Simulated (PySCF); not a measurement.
Molfile (atoms numbered from 1):
```
CH6Cl2OSi2
     RDKit          3D

 12 11  0  0  0  0  0  0  0  0999 V2000
    1.7991    0.9169   -0.1899 Si  0  0  0  0  0  4  0  0  0  0  0  0
    1.0319   -0.5493    0.0153 O   0  0  0  0  0  0  0  0  0  0  0  0
   -0.3736   -1.2903    0.4064 Si  0  0  1  0  0  4  0  0  0  0  0  0
   -0.1151   -2.3865    2.1365 Cl  0  0  0  0  0  0  0  0  0  0  0  0
   -1.6927   -0.0062    0.7835 C   0  0  0  0  0  0  0  0  0  0  0  0
   -1.8219    1.0952   -0.6257 Cl  0  0  0  0  0  0  0  0  0  0  0  0
    3.2521    0.7022    0.0542 H   0  0  0  0  0  0  0  0  0  0  0  0
    1.5870    1.4085   -1.5793 H   0  0  0  0  0  0  0  0  0  0  0  0
    1.2697    1.9100    0.7911 H   0  0  0  0  0  0  0  0  0  0  0  0
   -0.7840   -2.2114   -0.6778 H   0  0  0  0  0  0  0  0  0  0  0  0
   -2.6775   -0.4636    0.9581 H   0  0  0  0  0  0  0  0  0  0  0  0
   -1.4298    0.5947    1.6664 H   0  0  0  0  0  0  0  0  0  0  0  0
  1  2  1  0
  2  3  1  0
  3  4  1  0
  3  5  1  0
  5  6  1  0
  1  7  1  0
  1  8  1  0
  1  9  1  0
  3 10  1  6
  5 11  1  0
  5 12  1  0
M  END
```

Geometry: PBE0-D3(BJ)/def2-SVP; GIAO absolute shieldings from PySCF, gas phase, non-relativistic, averaged over equivalent atoms.

At PBE0/def2-SVP (130 basis functions, 14 s wall time on 1 thread of an Arm Neoverse V1, shared host):
```csv
atoms,σ (ppm)
Si3,426.1
Si1,448.7
O2,301.8
Cl4,916.9
Cl6,970.9
C5,162.1
H10,26.12
H7/H8/H9,26.33
H12,28.61
H11,28.82
```

Predict the values at B97-2/pcSseg-1 on the same geometry.

Results:


```json
{"atoms": "Si3", "σ at B97-2/pcSseg-1": "373.2", "change": "-52.9"}
{"atoms": "Si1", "σ at B97-2/pcSseg-1": "394.6", "change": "-54.1"}
{"atoms": "O2", "σ at B97-2/pcSseg-1": "297.5", "change": "-4.3"}
{"atoms": "Cl4", "σ at B97-2/pcSseg-1": "887.9", "change": "-29.0"}
{"atoms": "Cl6", "σ at B97-2/pcSseg-1": "929.3", "change": "-41.6"}
{"atoms": "C5", "σ at B97-2/pcSseg-1": "149.2", "change": "-12.9"}
{"atoms": "H10", "σ at B97-2/pcSseg-1": "26.30", "change": "+0.18"}
{"atoms": "H7/H8/H9", "σ at B97-2/pcSseg-1": "26.46", "change": "+0.13"}
{"atoms": "H12", "σ at B97-2/pcSseg-1": "28.44", "change": "-0.17"}
{"atoms": "H11", "σ at B97-2/pcSseg-1": "28.60", "change": "-0.22"}
```

The largest change is at Si1 (silicon bonded to O, 3 H). Cost: 160 basis functions, 17 s wall time on 1 thread of an Arm Neoverse V1, shared host.

Carbons that carry Cl, above all several Cl atoms, come out too deshielded, partly because spin–orbit coupling is missing.
